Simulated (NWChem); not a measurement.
System: CH2F3Ga; SMILES F[C](F)(F)[GaH2]

```xyz
7

Ga    -0.0069    -1.1968    -0.0077
C     -0.0063     0.8265    -0.0067
F      0.3829     1.2869     1.2004
F     -1.2052     1.3741    -0.2595
F      0.8491     1.3361    -0.9111
H     -1.3827    -1.9381    -0.0021
H      1.3927    -1.8926     0.0111
```
Atoms are numbered in this order, from 1.

All runs: NWChem. Pople sets run with spherical d functions. Geometry: optimised at PBE0/def2-SVP. Total energies compare along this basis series because the functional is fixed.

```
level          basis functions  energy (Ha)  highest occupied level (eV)  orbital gap (eV)  dipole (D)  relative time
-------------  ---------------  -----------  ---------------------------  ----------------  ----------  -------------
PBE0/3-21G                  62   -2251.7958                        -8.14              6.02        1.94              1
PBE0/6-31G*                 92   -2262.7962                        -8.35              6.18        1.84              3
PBE0/6-311G**              128   -2263.1419                        -8.56              6.31        2.04              5
```

The last column is a rough cost ratio, cheapest run = 1.
